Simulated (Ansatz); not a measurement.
Energy profile

The step: CH₆GeS ([CH3][GeH2][SH]) → CH₄Ge ([CH2][GeH2]) + H₂S; bonds formed: S2–H4; bonds broken: Ge1–S2, C3–H4 (atoms numbered as in the saddle structure below).

```json
{"atom": "Ge1", "x (Å)": "-0.5605", "y (Å)": "0.8840", "z (Å)": "-0.0848"}
{"atom": "S2", "x (Å)": "1.8049", "y (Å)": "-0.1570", "z (Å)": "-0.9894"}
{"atom": "C3", "x (Å)": "-0.9202", "y (Å)": "-0.8179", "z (Å)": "0.4459"}
{"atom": "H4", "x (Å)": "0.6920", "y (Å)": "-0.9115", "z (Å)": "-0.3309"}
{"atom": "H5", "x (Å)": "-0.9787", "y (Å)": "1.4476", "z (Å)": "-1.4459"}
{"atom": "H6", "x (Å)": "0.0820", "y (Å)": "1.9343", "z (Å)": "0.8274"}
{"atom": "H7", "x (Å)": "2.3751", "y (Å)": "0.0710", "z (Å)": "0.2043"}
{"atom": "H8", "x (Å)": "-0.8600", "y (Å)": "-1.0534", "z (Å)": "1.5026"}
{"atom": "H9", "x (Å)": "-1.6346", "y (Å)": "-1.3970", "z (Å)": "-0.1293"}
```

Electronic energies by CCSD(T) at an estimated basis limit (MP2 extrapolated from triple and quadruple zeta, plus CCSD(T) − MP2 in triple zeta), on PBE0-D4/def2-TZVP structures; CH$_{6}$GeS, closed shell; no counterpoise correction. Program: Ansatz 0.2.0. Basis: def2-TZVPP and def2-QZVPP. Cores are frozen in the correlated methods. Filled d shells of the heavier atoms are correlated. The def2 sets are not built for correlating such inner shells, so the correlated values are less sure here. Extrapolation: Hartree–Fock as exp(−7.88 √X), correlation as X^−2.97.

(1) Give the profile in kcal/mol, counted from the start structure. (An estimate is asked for; the value comes from the calculation.)

The T1 diagnostic stays at or below 0.016. The restricted Hartree–Fock reference is unstable towards an unrestricted one at one or more of these structures.

Results:

(1) The calculation gives:
```csv
point,kcal/mol
start structure,0.00
saddle,76.45
end structure,60.43
"separated: CH$_{4}$Ge (linked as [CH2][GeH2]; Ge1, C3, H5, H6, H8, H9; singlet) + H$_{2}$S (S2, H4, H7; singlet)",61.85
```

For scale, one of the runs: CCSD(T)/def2-TZVPP, 205 basis functions, launched by `ansatz run in.yaml --threads 4 --pin off --events-out ev --progress --plain --max-ram 9574MiB`. The run took 49 s on 4 CPU threads of an Arm Neoverse V2 (shared host), with 2.5 GiB of host memory at its peak.
